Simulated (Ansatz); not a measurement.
Basis-set extrapolation for `[SiH2]1[SiH]2[SiH2][SiH]3[SiH2][SiH]1[SiH2][SiH]([SiH2]2)[SiH2]3` (PBE0-D4/def2-TZVP geometry, frozen core, Ansatz 0.2.0). Multiplicity 1, RHF reference.

|  | def2-TZVPP | def2-QZVPP |
| --- | --- | --- |
| HF | -2898.784458 | -2898.869830 |
| MP2 correlation | -1.219284 | -1.309438 |
| CCSD(T) correlation | -1.448812 | not run |

Energies in hartree. Use E(X) = E(∞) + A·exp(−7.88·√X) for Hartree–Fock and E(X) = E(∞) + B·X^(−2.97) for correlation, with X = 3 and 4, and add CCSD(T) minus MP2 of the smaller set to the MP2 limit.

What is the CCSD(T) energy at the basis-set limit?

HF limit: -2898.869830 + (-0.085372) × 0.13774 = -2898.88159. MP2 limit: -1.309438 + (-0.090154) × 0.74074 = -1.37622. Higher-order term: -1.448812 − (-1.219284) = -0.22953. Total: -2900.48734 hartree, 6.91 eV below CCSD(T)/def2-TZVPP.
